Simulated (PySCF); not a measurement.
## How methods differ on the excitation energy of Cr

Cr [Ar] 3d5 4s1 (7S) → Cr [Ar] 3d4 4s1 4p1 (high-spin determinant), as a difference of total energies. All numbers are calculated (PySCF 2.14, the non-relativistic Hamiltonian (point nucleus), in aug-cc-pVTZ (8s7p5d3f2g, 93 functions)). Correlated levels: valence: [Ar] frozen. The calculations carry no spin-orbit coupling.

```
           method  excitation energy (eV)
              UHF                   2.009
    MP2 (valence)                   2.966
SCS-MP2 (valence)                   2.328
   CCSD (valence)                   2.827
CCSD(T) (valence)                   2.875
```

Question: How much does correlation contribute at CCSD(T) (valence)?

Answer: 2.875 − (2.009) = 0.866 eV, measured against UHF.

The coupled-cluster amplitudes are large for the upper state (T1 above 0.03 or a double amplitude above 0.15), so a single reference is strained.

The determinant of the upper state mixes LS terms, which raises its energy above the lowest term, most at the Hartree-Fock and MP2 levels.
